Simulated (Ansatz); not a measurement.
One change: `FC(F)(F)COBCl` becomes `FC(F)(F)CBr`.

Ansatz, PBE0-D4/def2-TZVP geometries, multiplicity 1. Each molecule was computed in one conformer, which needn't be the lowest.

Scalar relativity is left out up to krypton. Spin–orbit coupling is left out; it splits and shifts lone-pair levels of the heavy atoms by tenths of an eV.

```csv
property,`FC(F)(F)COBCl`
LUMO energy (B3LYP/def2-TZVPP) / eV,-0.96
HOMO energy (PBE/def2-TZVPP) / eV,-7.69
size of the dipole moment (ωB97M-V/def2-TZVPP) / D,2.31
HOMO–LUMO gap (ωB97M-V/def2-TZVPP) / eV,12.70
LUMO energy (PBE0/def2-TZVPP) / eV,-0.73
HOMO energy (ωB97M-V/def2-TZVPP) / eV,-11.44
```

Problem. Give the same properties after the change, and the shifts. (An estimate is asked.)

Solution. Ansatz gave: 
```tsv
property	`FC(F)(F)CBr`	shift
LUMO energy (B3LYP/def2-TZVPP) / eV	-0.80	0.16
HOMO energy (PBE/def2-TZVPP) / eV	-7.17	0.52
size of the dipole moment (ωB97M-V/def2-TZVPP) / D	1.84	-0.47
HOMO–LUMO gap (ωB97M-V/def2-TZVPP) / eV	12.40	-0.30
LUMO energy (PBE0/def2-TZVPP) / eV	-0.51	0.22
HOMO energy (ωB97M-V/def2-TZVPP) / eV	-10.80	0.64
```

With PBE0 the HOMO rises by 0.62 eV and the LUMO rises by 0.22 eV, so the gap narrows by about 0.40 eV. PBE moves the HOMO by 0.52 eV and ωB97M-V by 0.64 eV. Dipoles are sizes alone; their direction can turn.

B3LYP here is the variant with VWN-RPA as its local correlation; programs differ in this.
